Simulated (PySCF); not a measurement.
Problem. Give a GFN2-xTB geometry of `c1cc(N)ccc1O`.

Solution. 
```
atom  x, y, z in Å
N1    -2.5267    0.0593    0.4340
C2    -1.1655   -0.0004    0.1763
C3    -0.5172   -1.2292    0.0482
C4     0.8487   -1.2943   -0.1302
C5     1.6039   -0.1284   -0.1873
O6     2.9557   -0.2360   -0.3693
C7     0.9680    1.0991   -0.0624
C8    -0.4012    1.1622    0.1151
H9    -2.9765    0.9316    0.2047
H10   -3.0556   -0.7541    0.1618
H11   -1.0964   -2.1401    0.0924
H12    1.3506   -2.2433   -0.2313
H13    3.3473    0.6448   -0.3768
H14    1.5459    2.0134   -0.1078
H15   -0.8855    2.1234    0.2108
```

Orientation and origin are arbitrary. Atoms count from 1 in this order. The 8 heavy atoms lie in one plane (0.020 Å rms). The 6-membered ring C2–C3–C4–C5–C7–C8 has internal angles of 118.4° to 120.9° (sum 720°, against 720° for a flat polygon); it is planar, 0.00 Å rms from its mean plane, widest ring torsion 0°. N1 (aniline-type nitrogen) is pyramidal (angles 115.7°, 115.5° and 113.8°, sum 344.9°, 0.25 Å off the plane of its three neighbours). Of the pairs four or more bonds apart, H13···H14 is among the closest relative to their van der Waals radii: 2.28 Å, 95 % of the sum of Bondi's values.

Bonds between heavy atoms (Å): N1–C2 1.387, C2–C3 1.395, C3–C4 1.379, C4–C5 1.390, C5–O6 1.368, C5–C7 1.388, C7–C8 1.382, C2–C8 1.393.

The geometry is computed with GFN2-xTB (gas phase).

Point group: near Cs, missed by 0.33 Å at most; the miss may be what the optimiser left on a soft mode. No GFN2-xTB frequencies stand behind this structure, so it isn't proved a minimum. The numbers are those of one conformer (C4–C5–O6–H -179°).
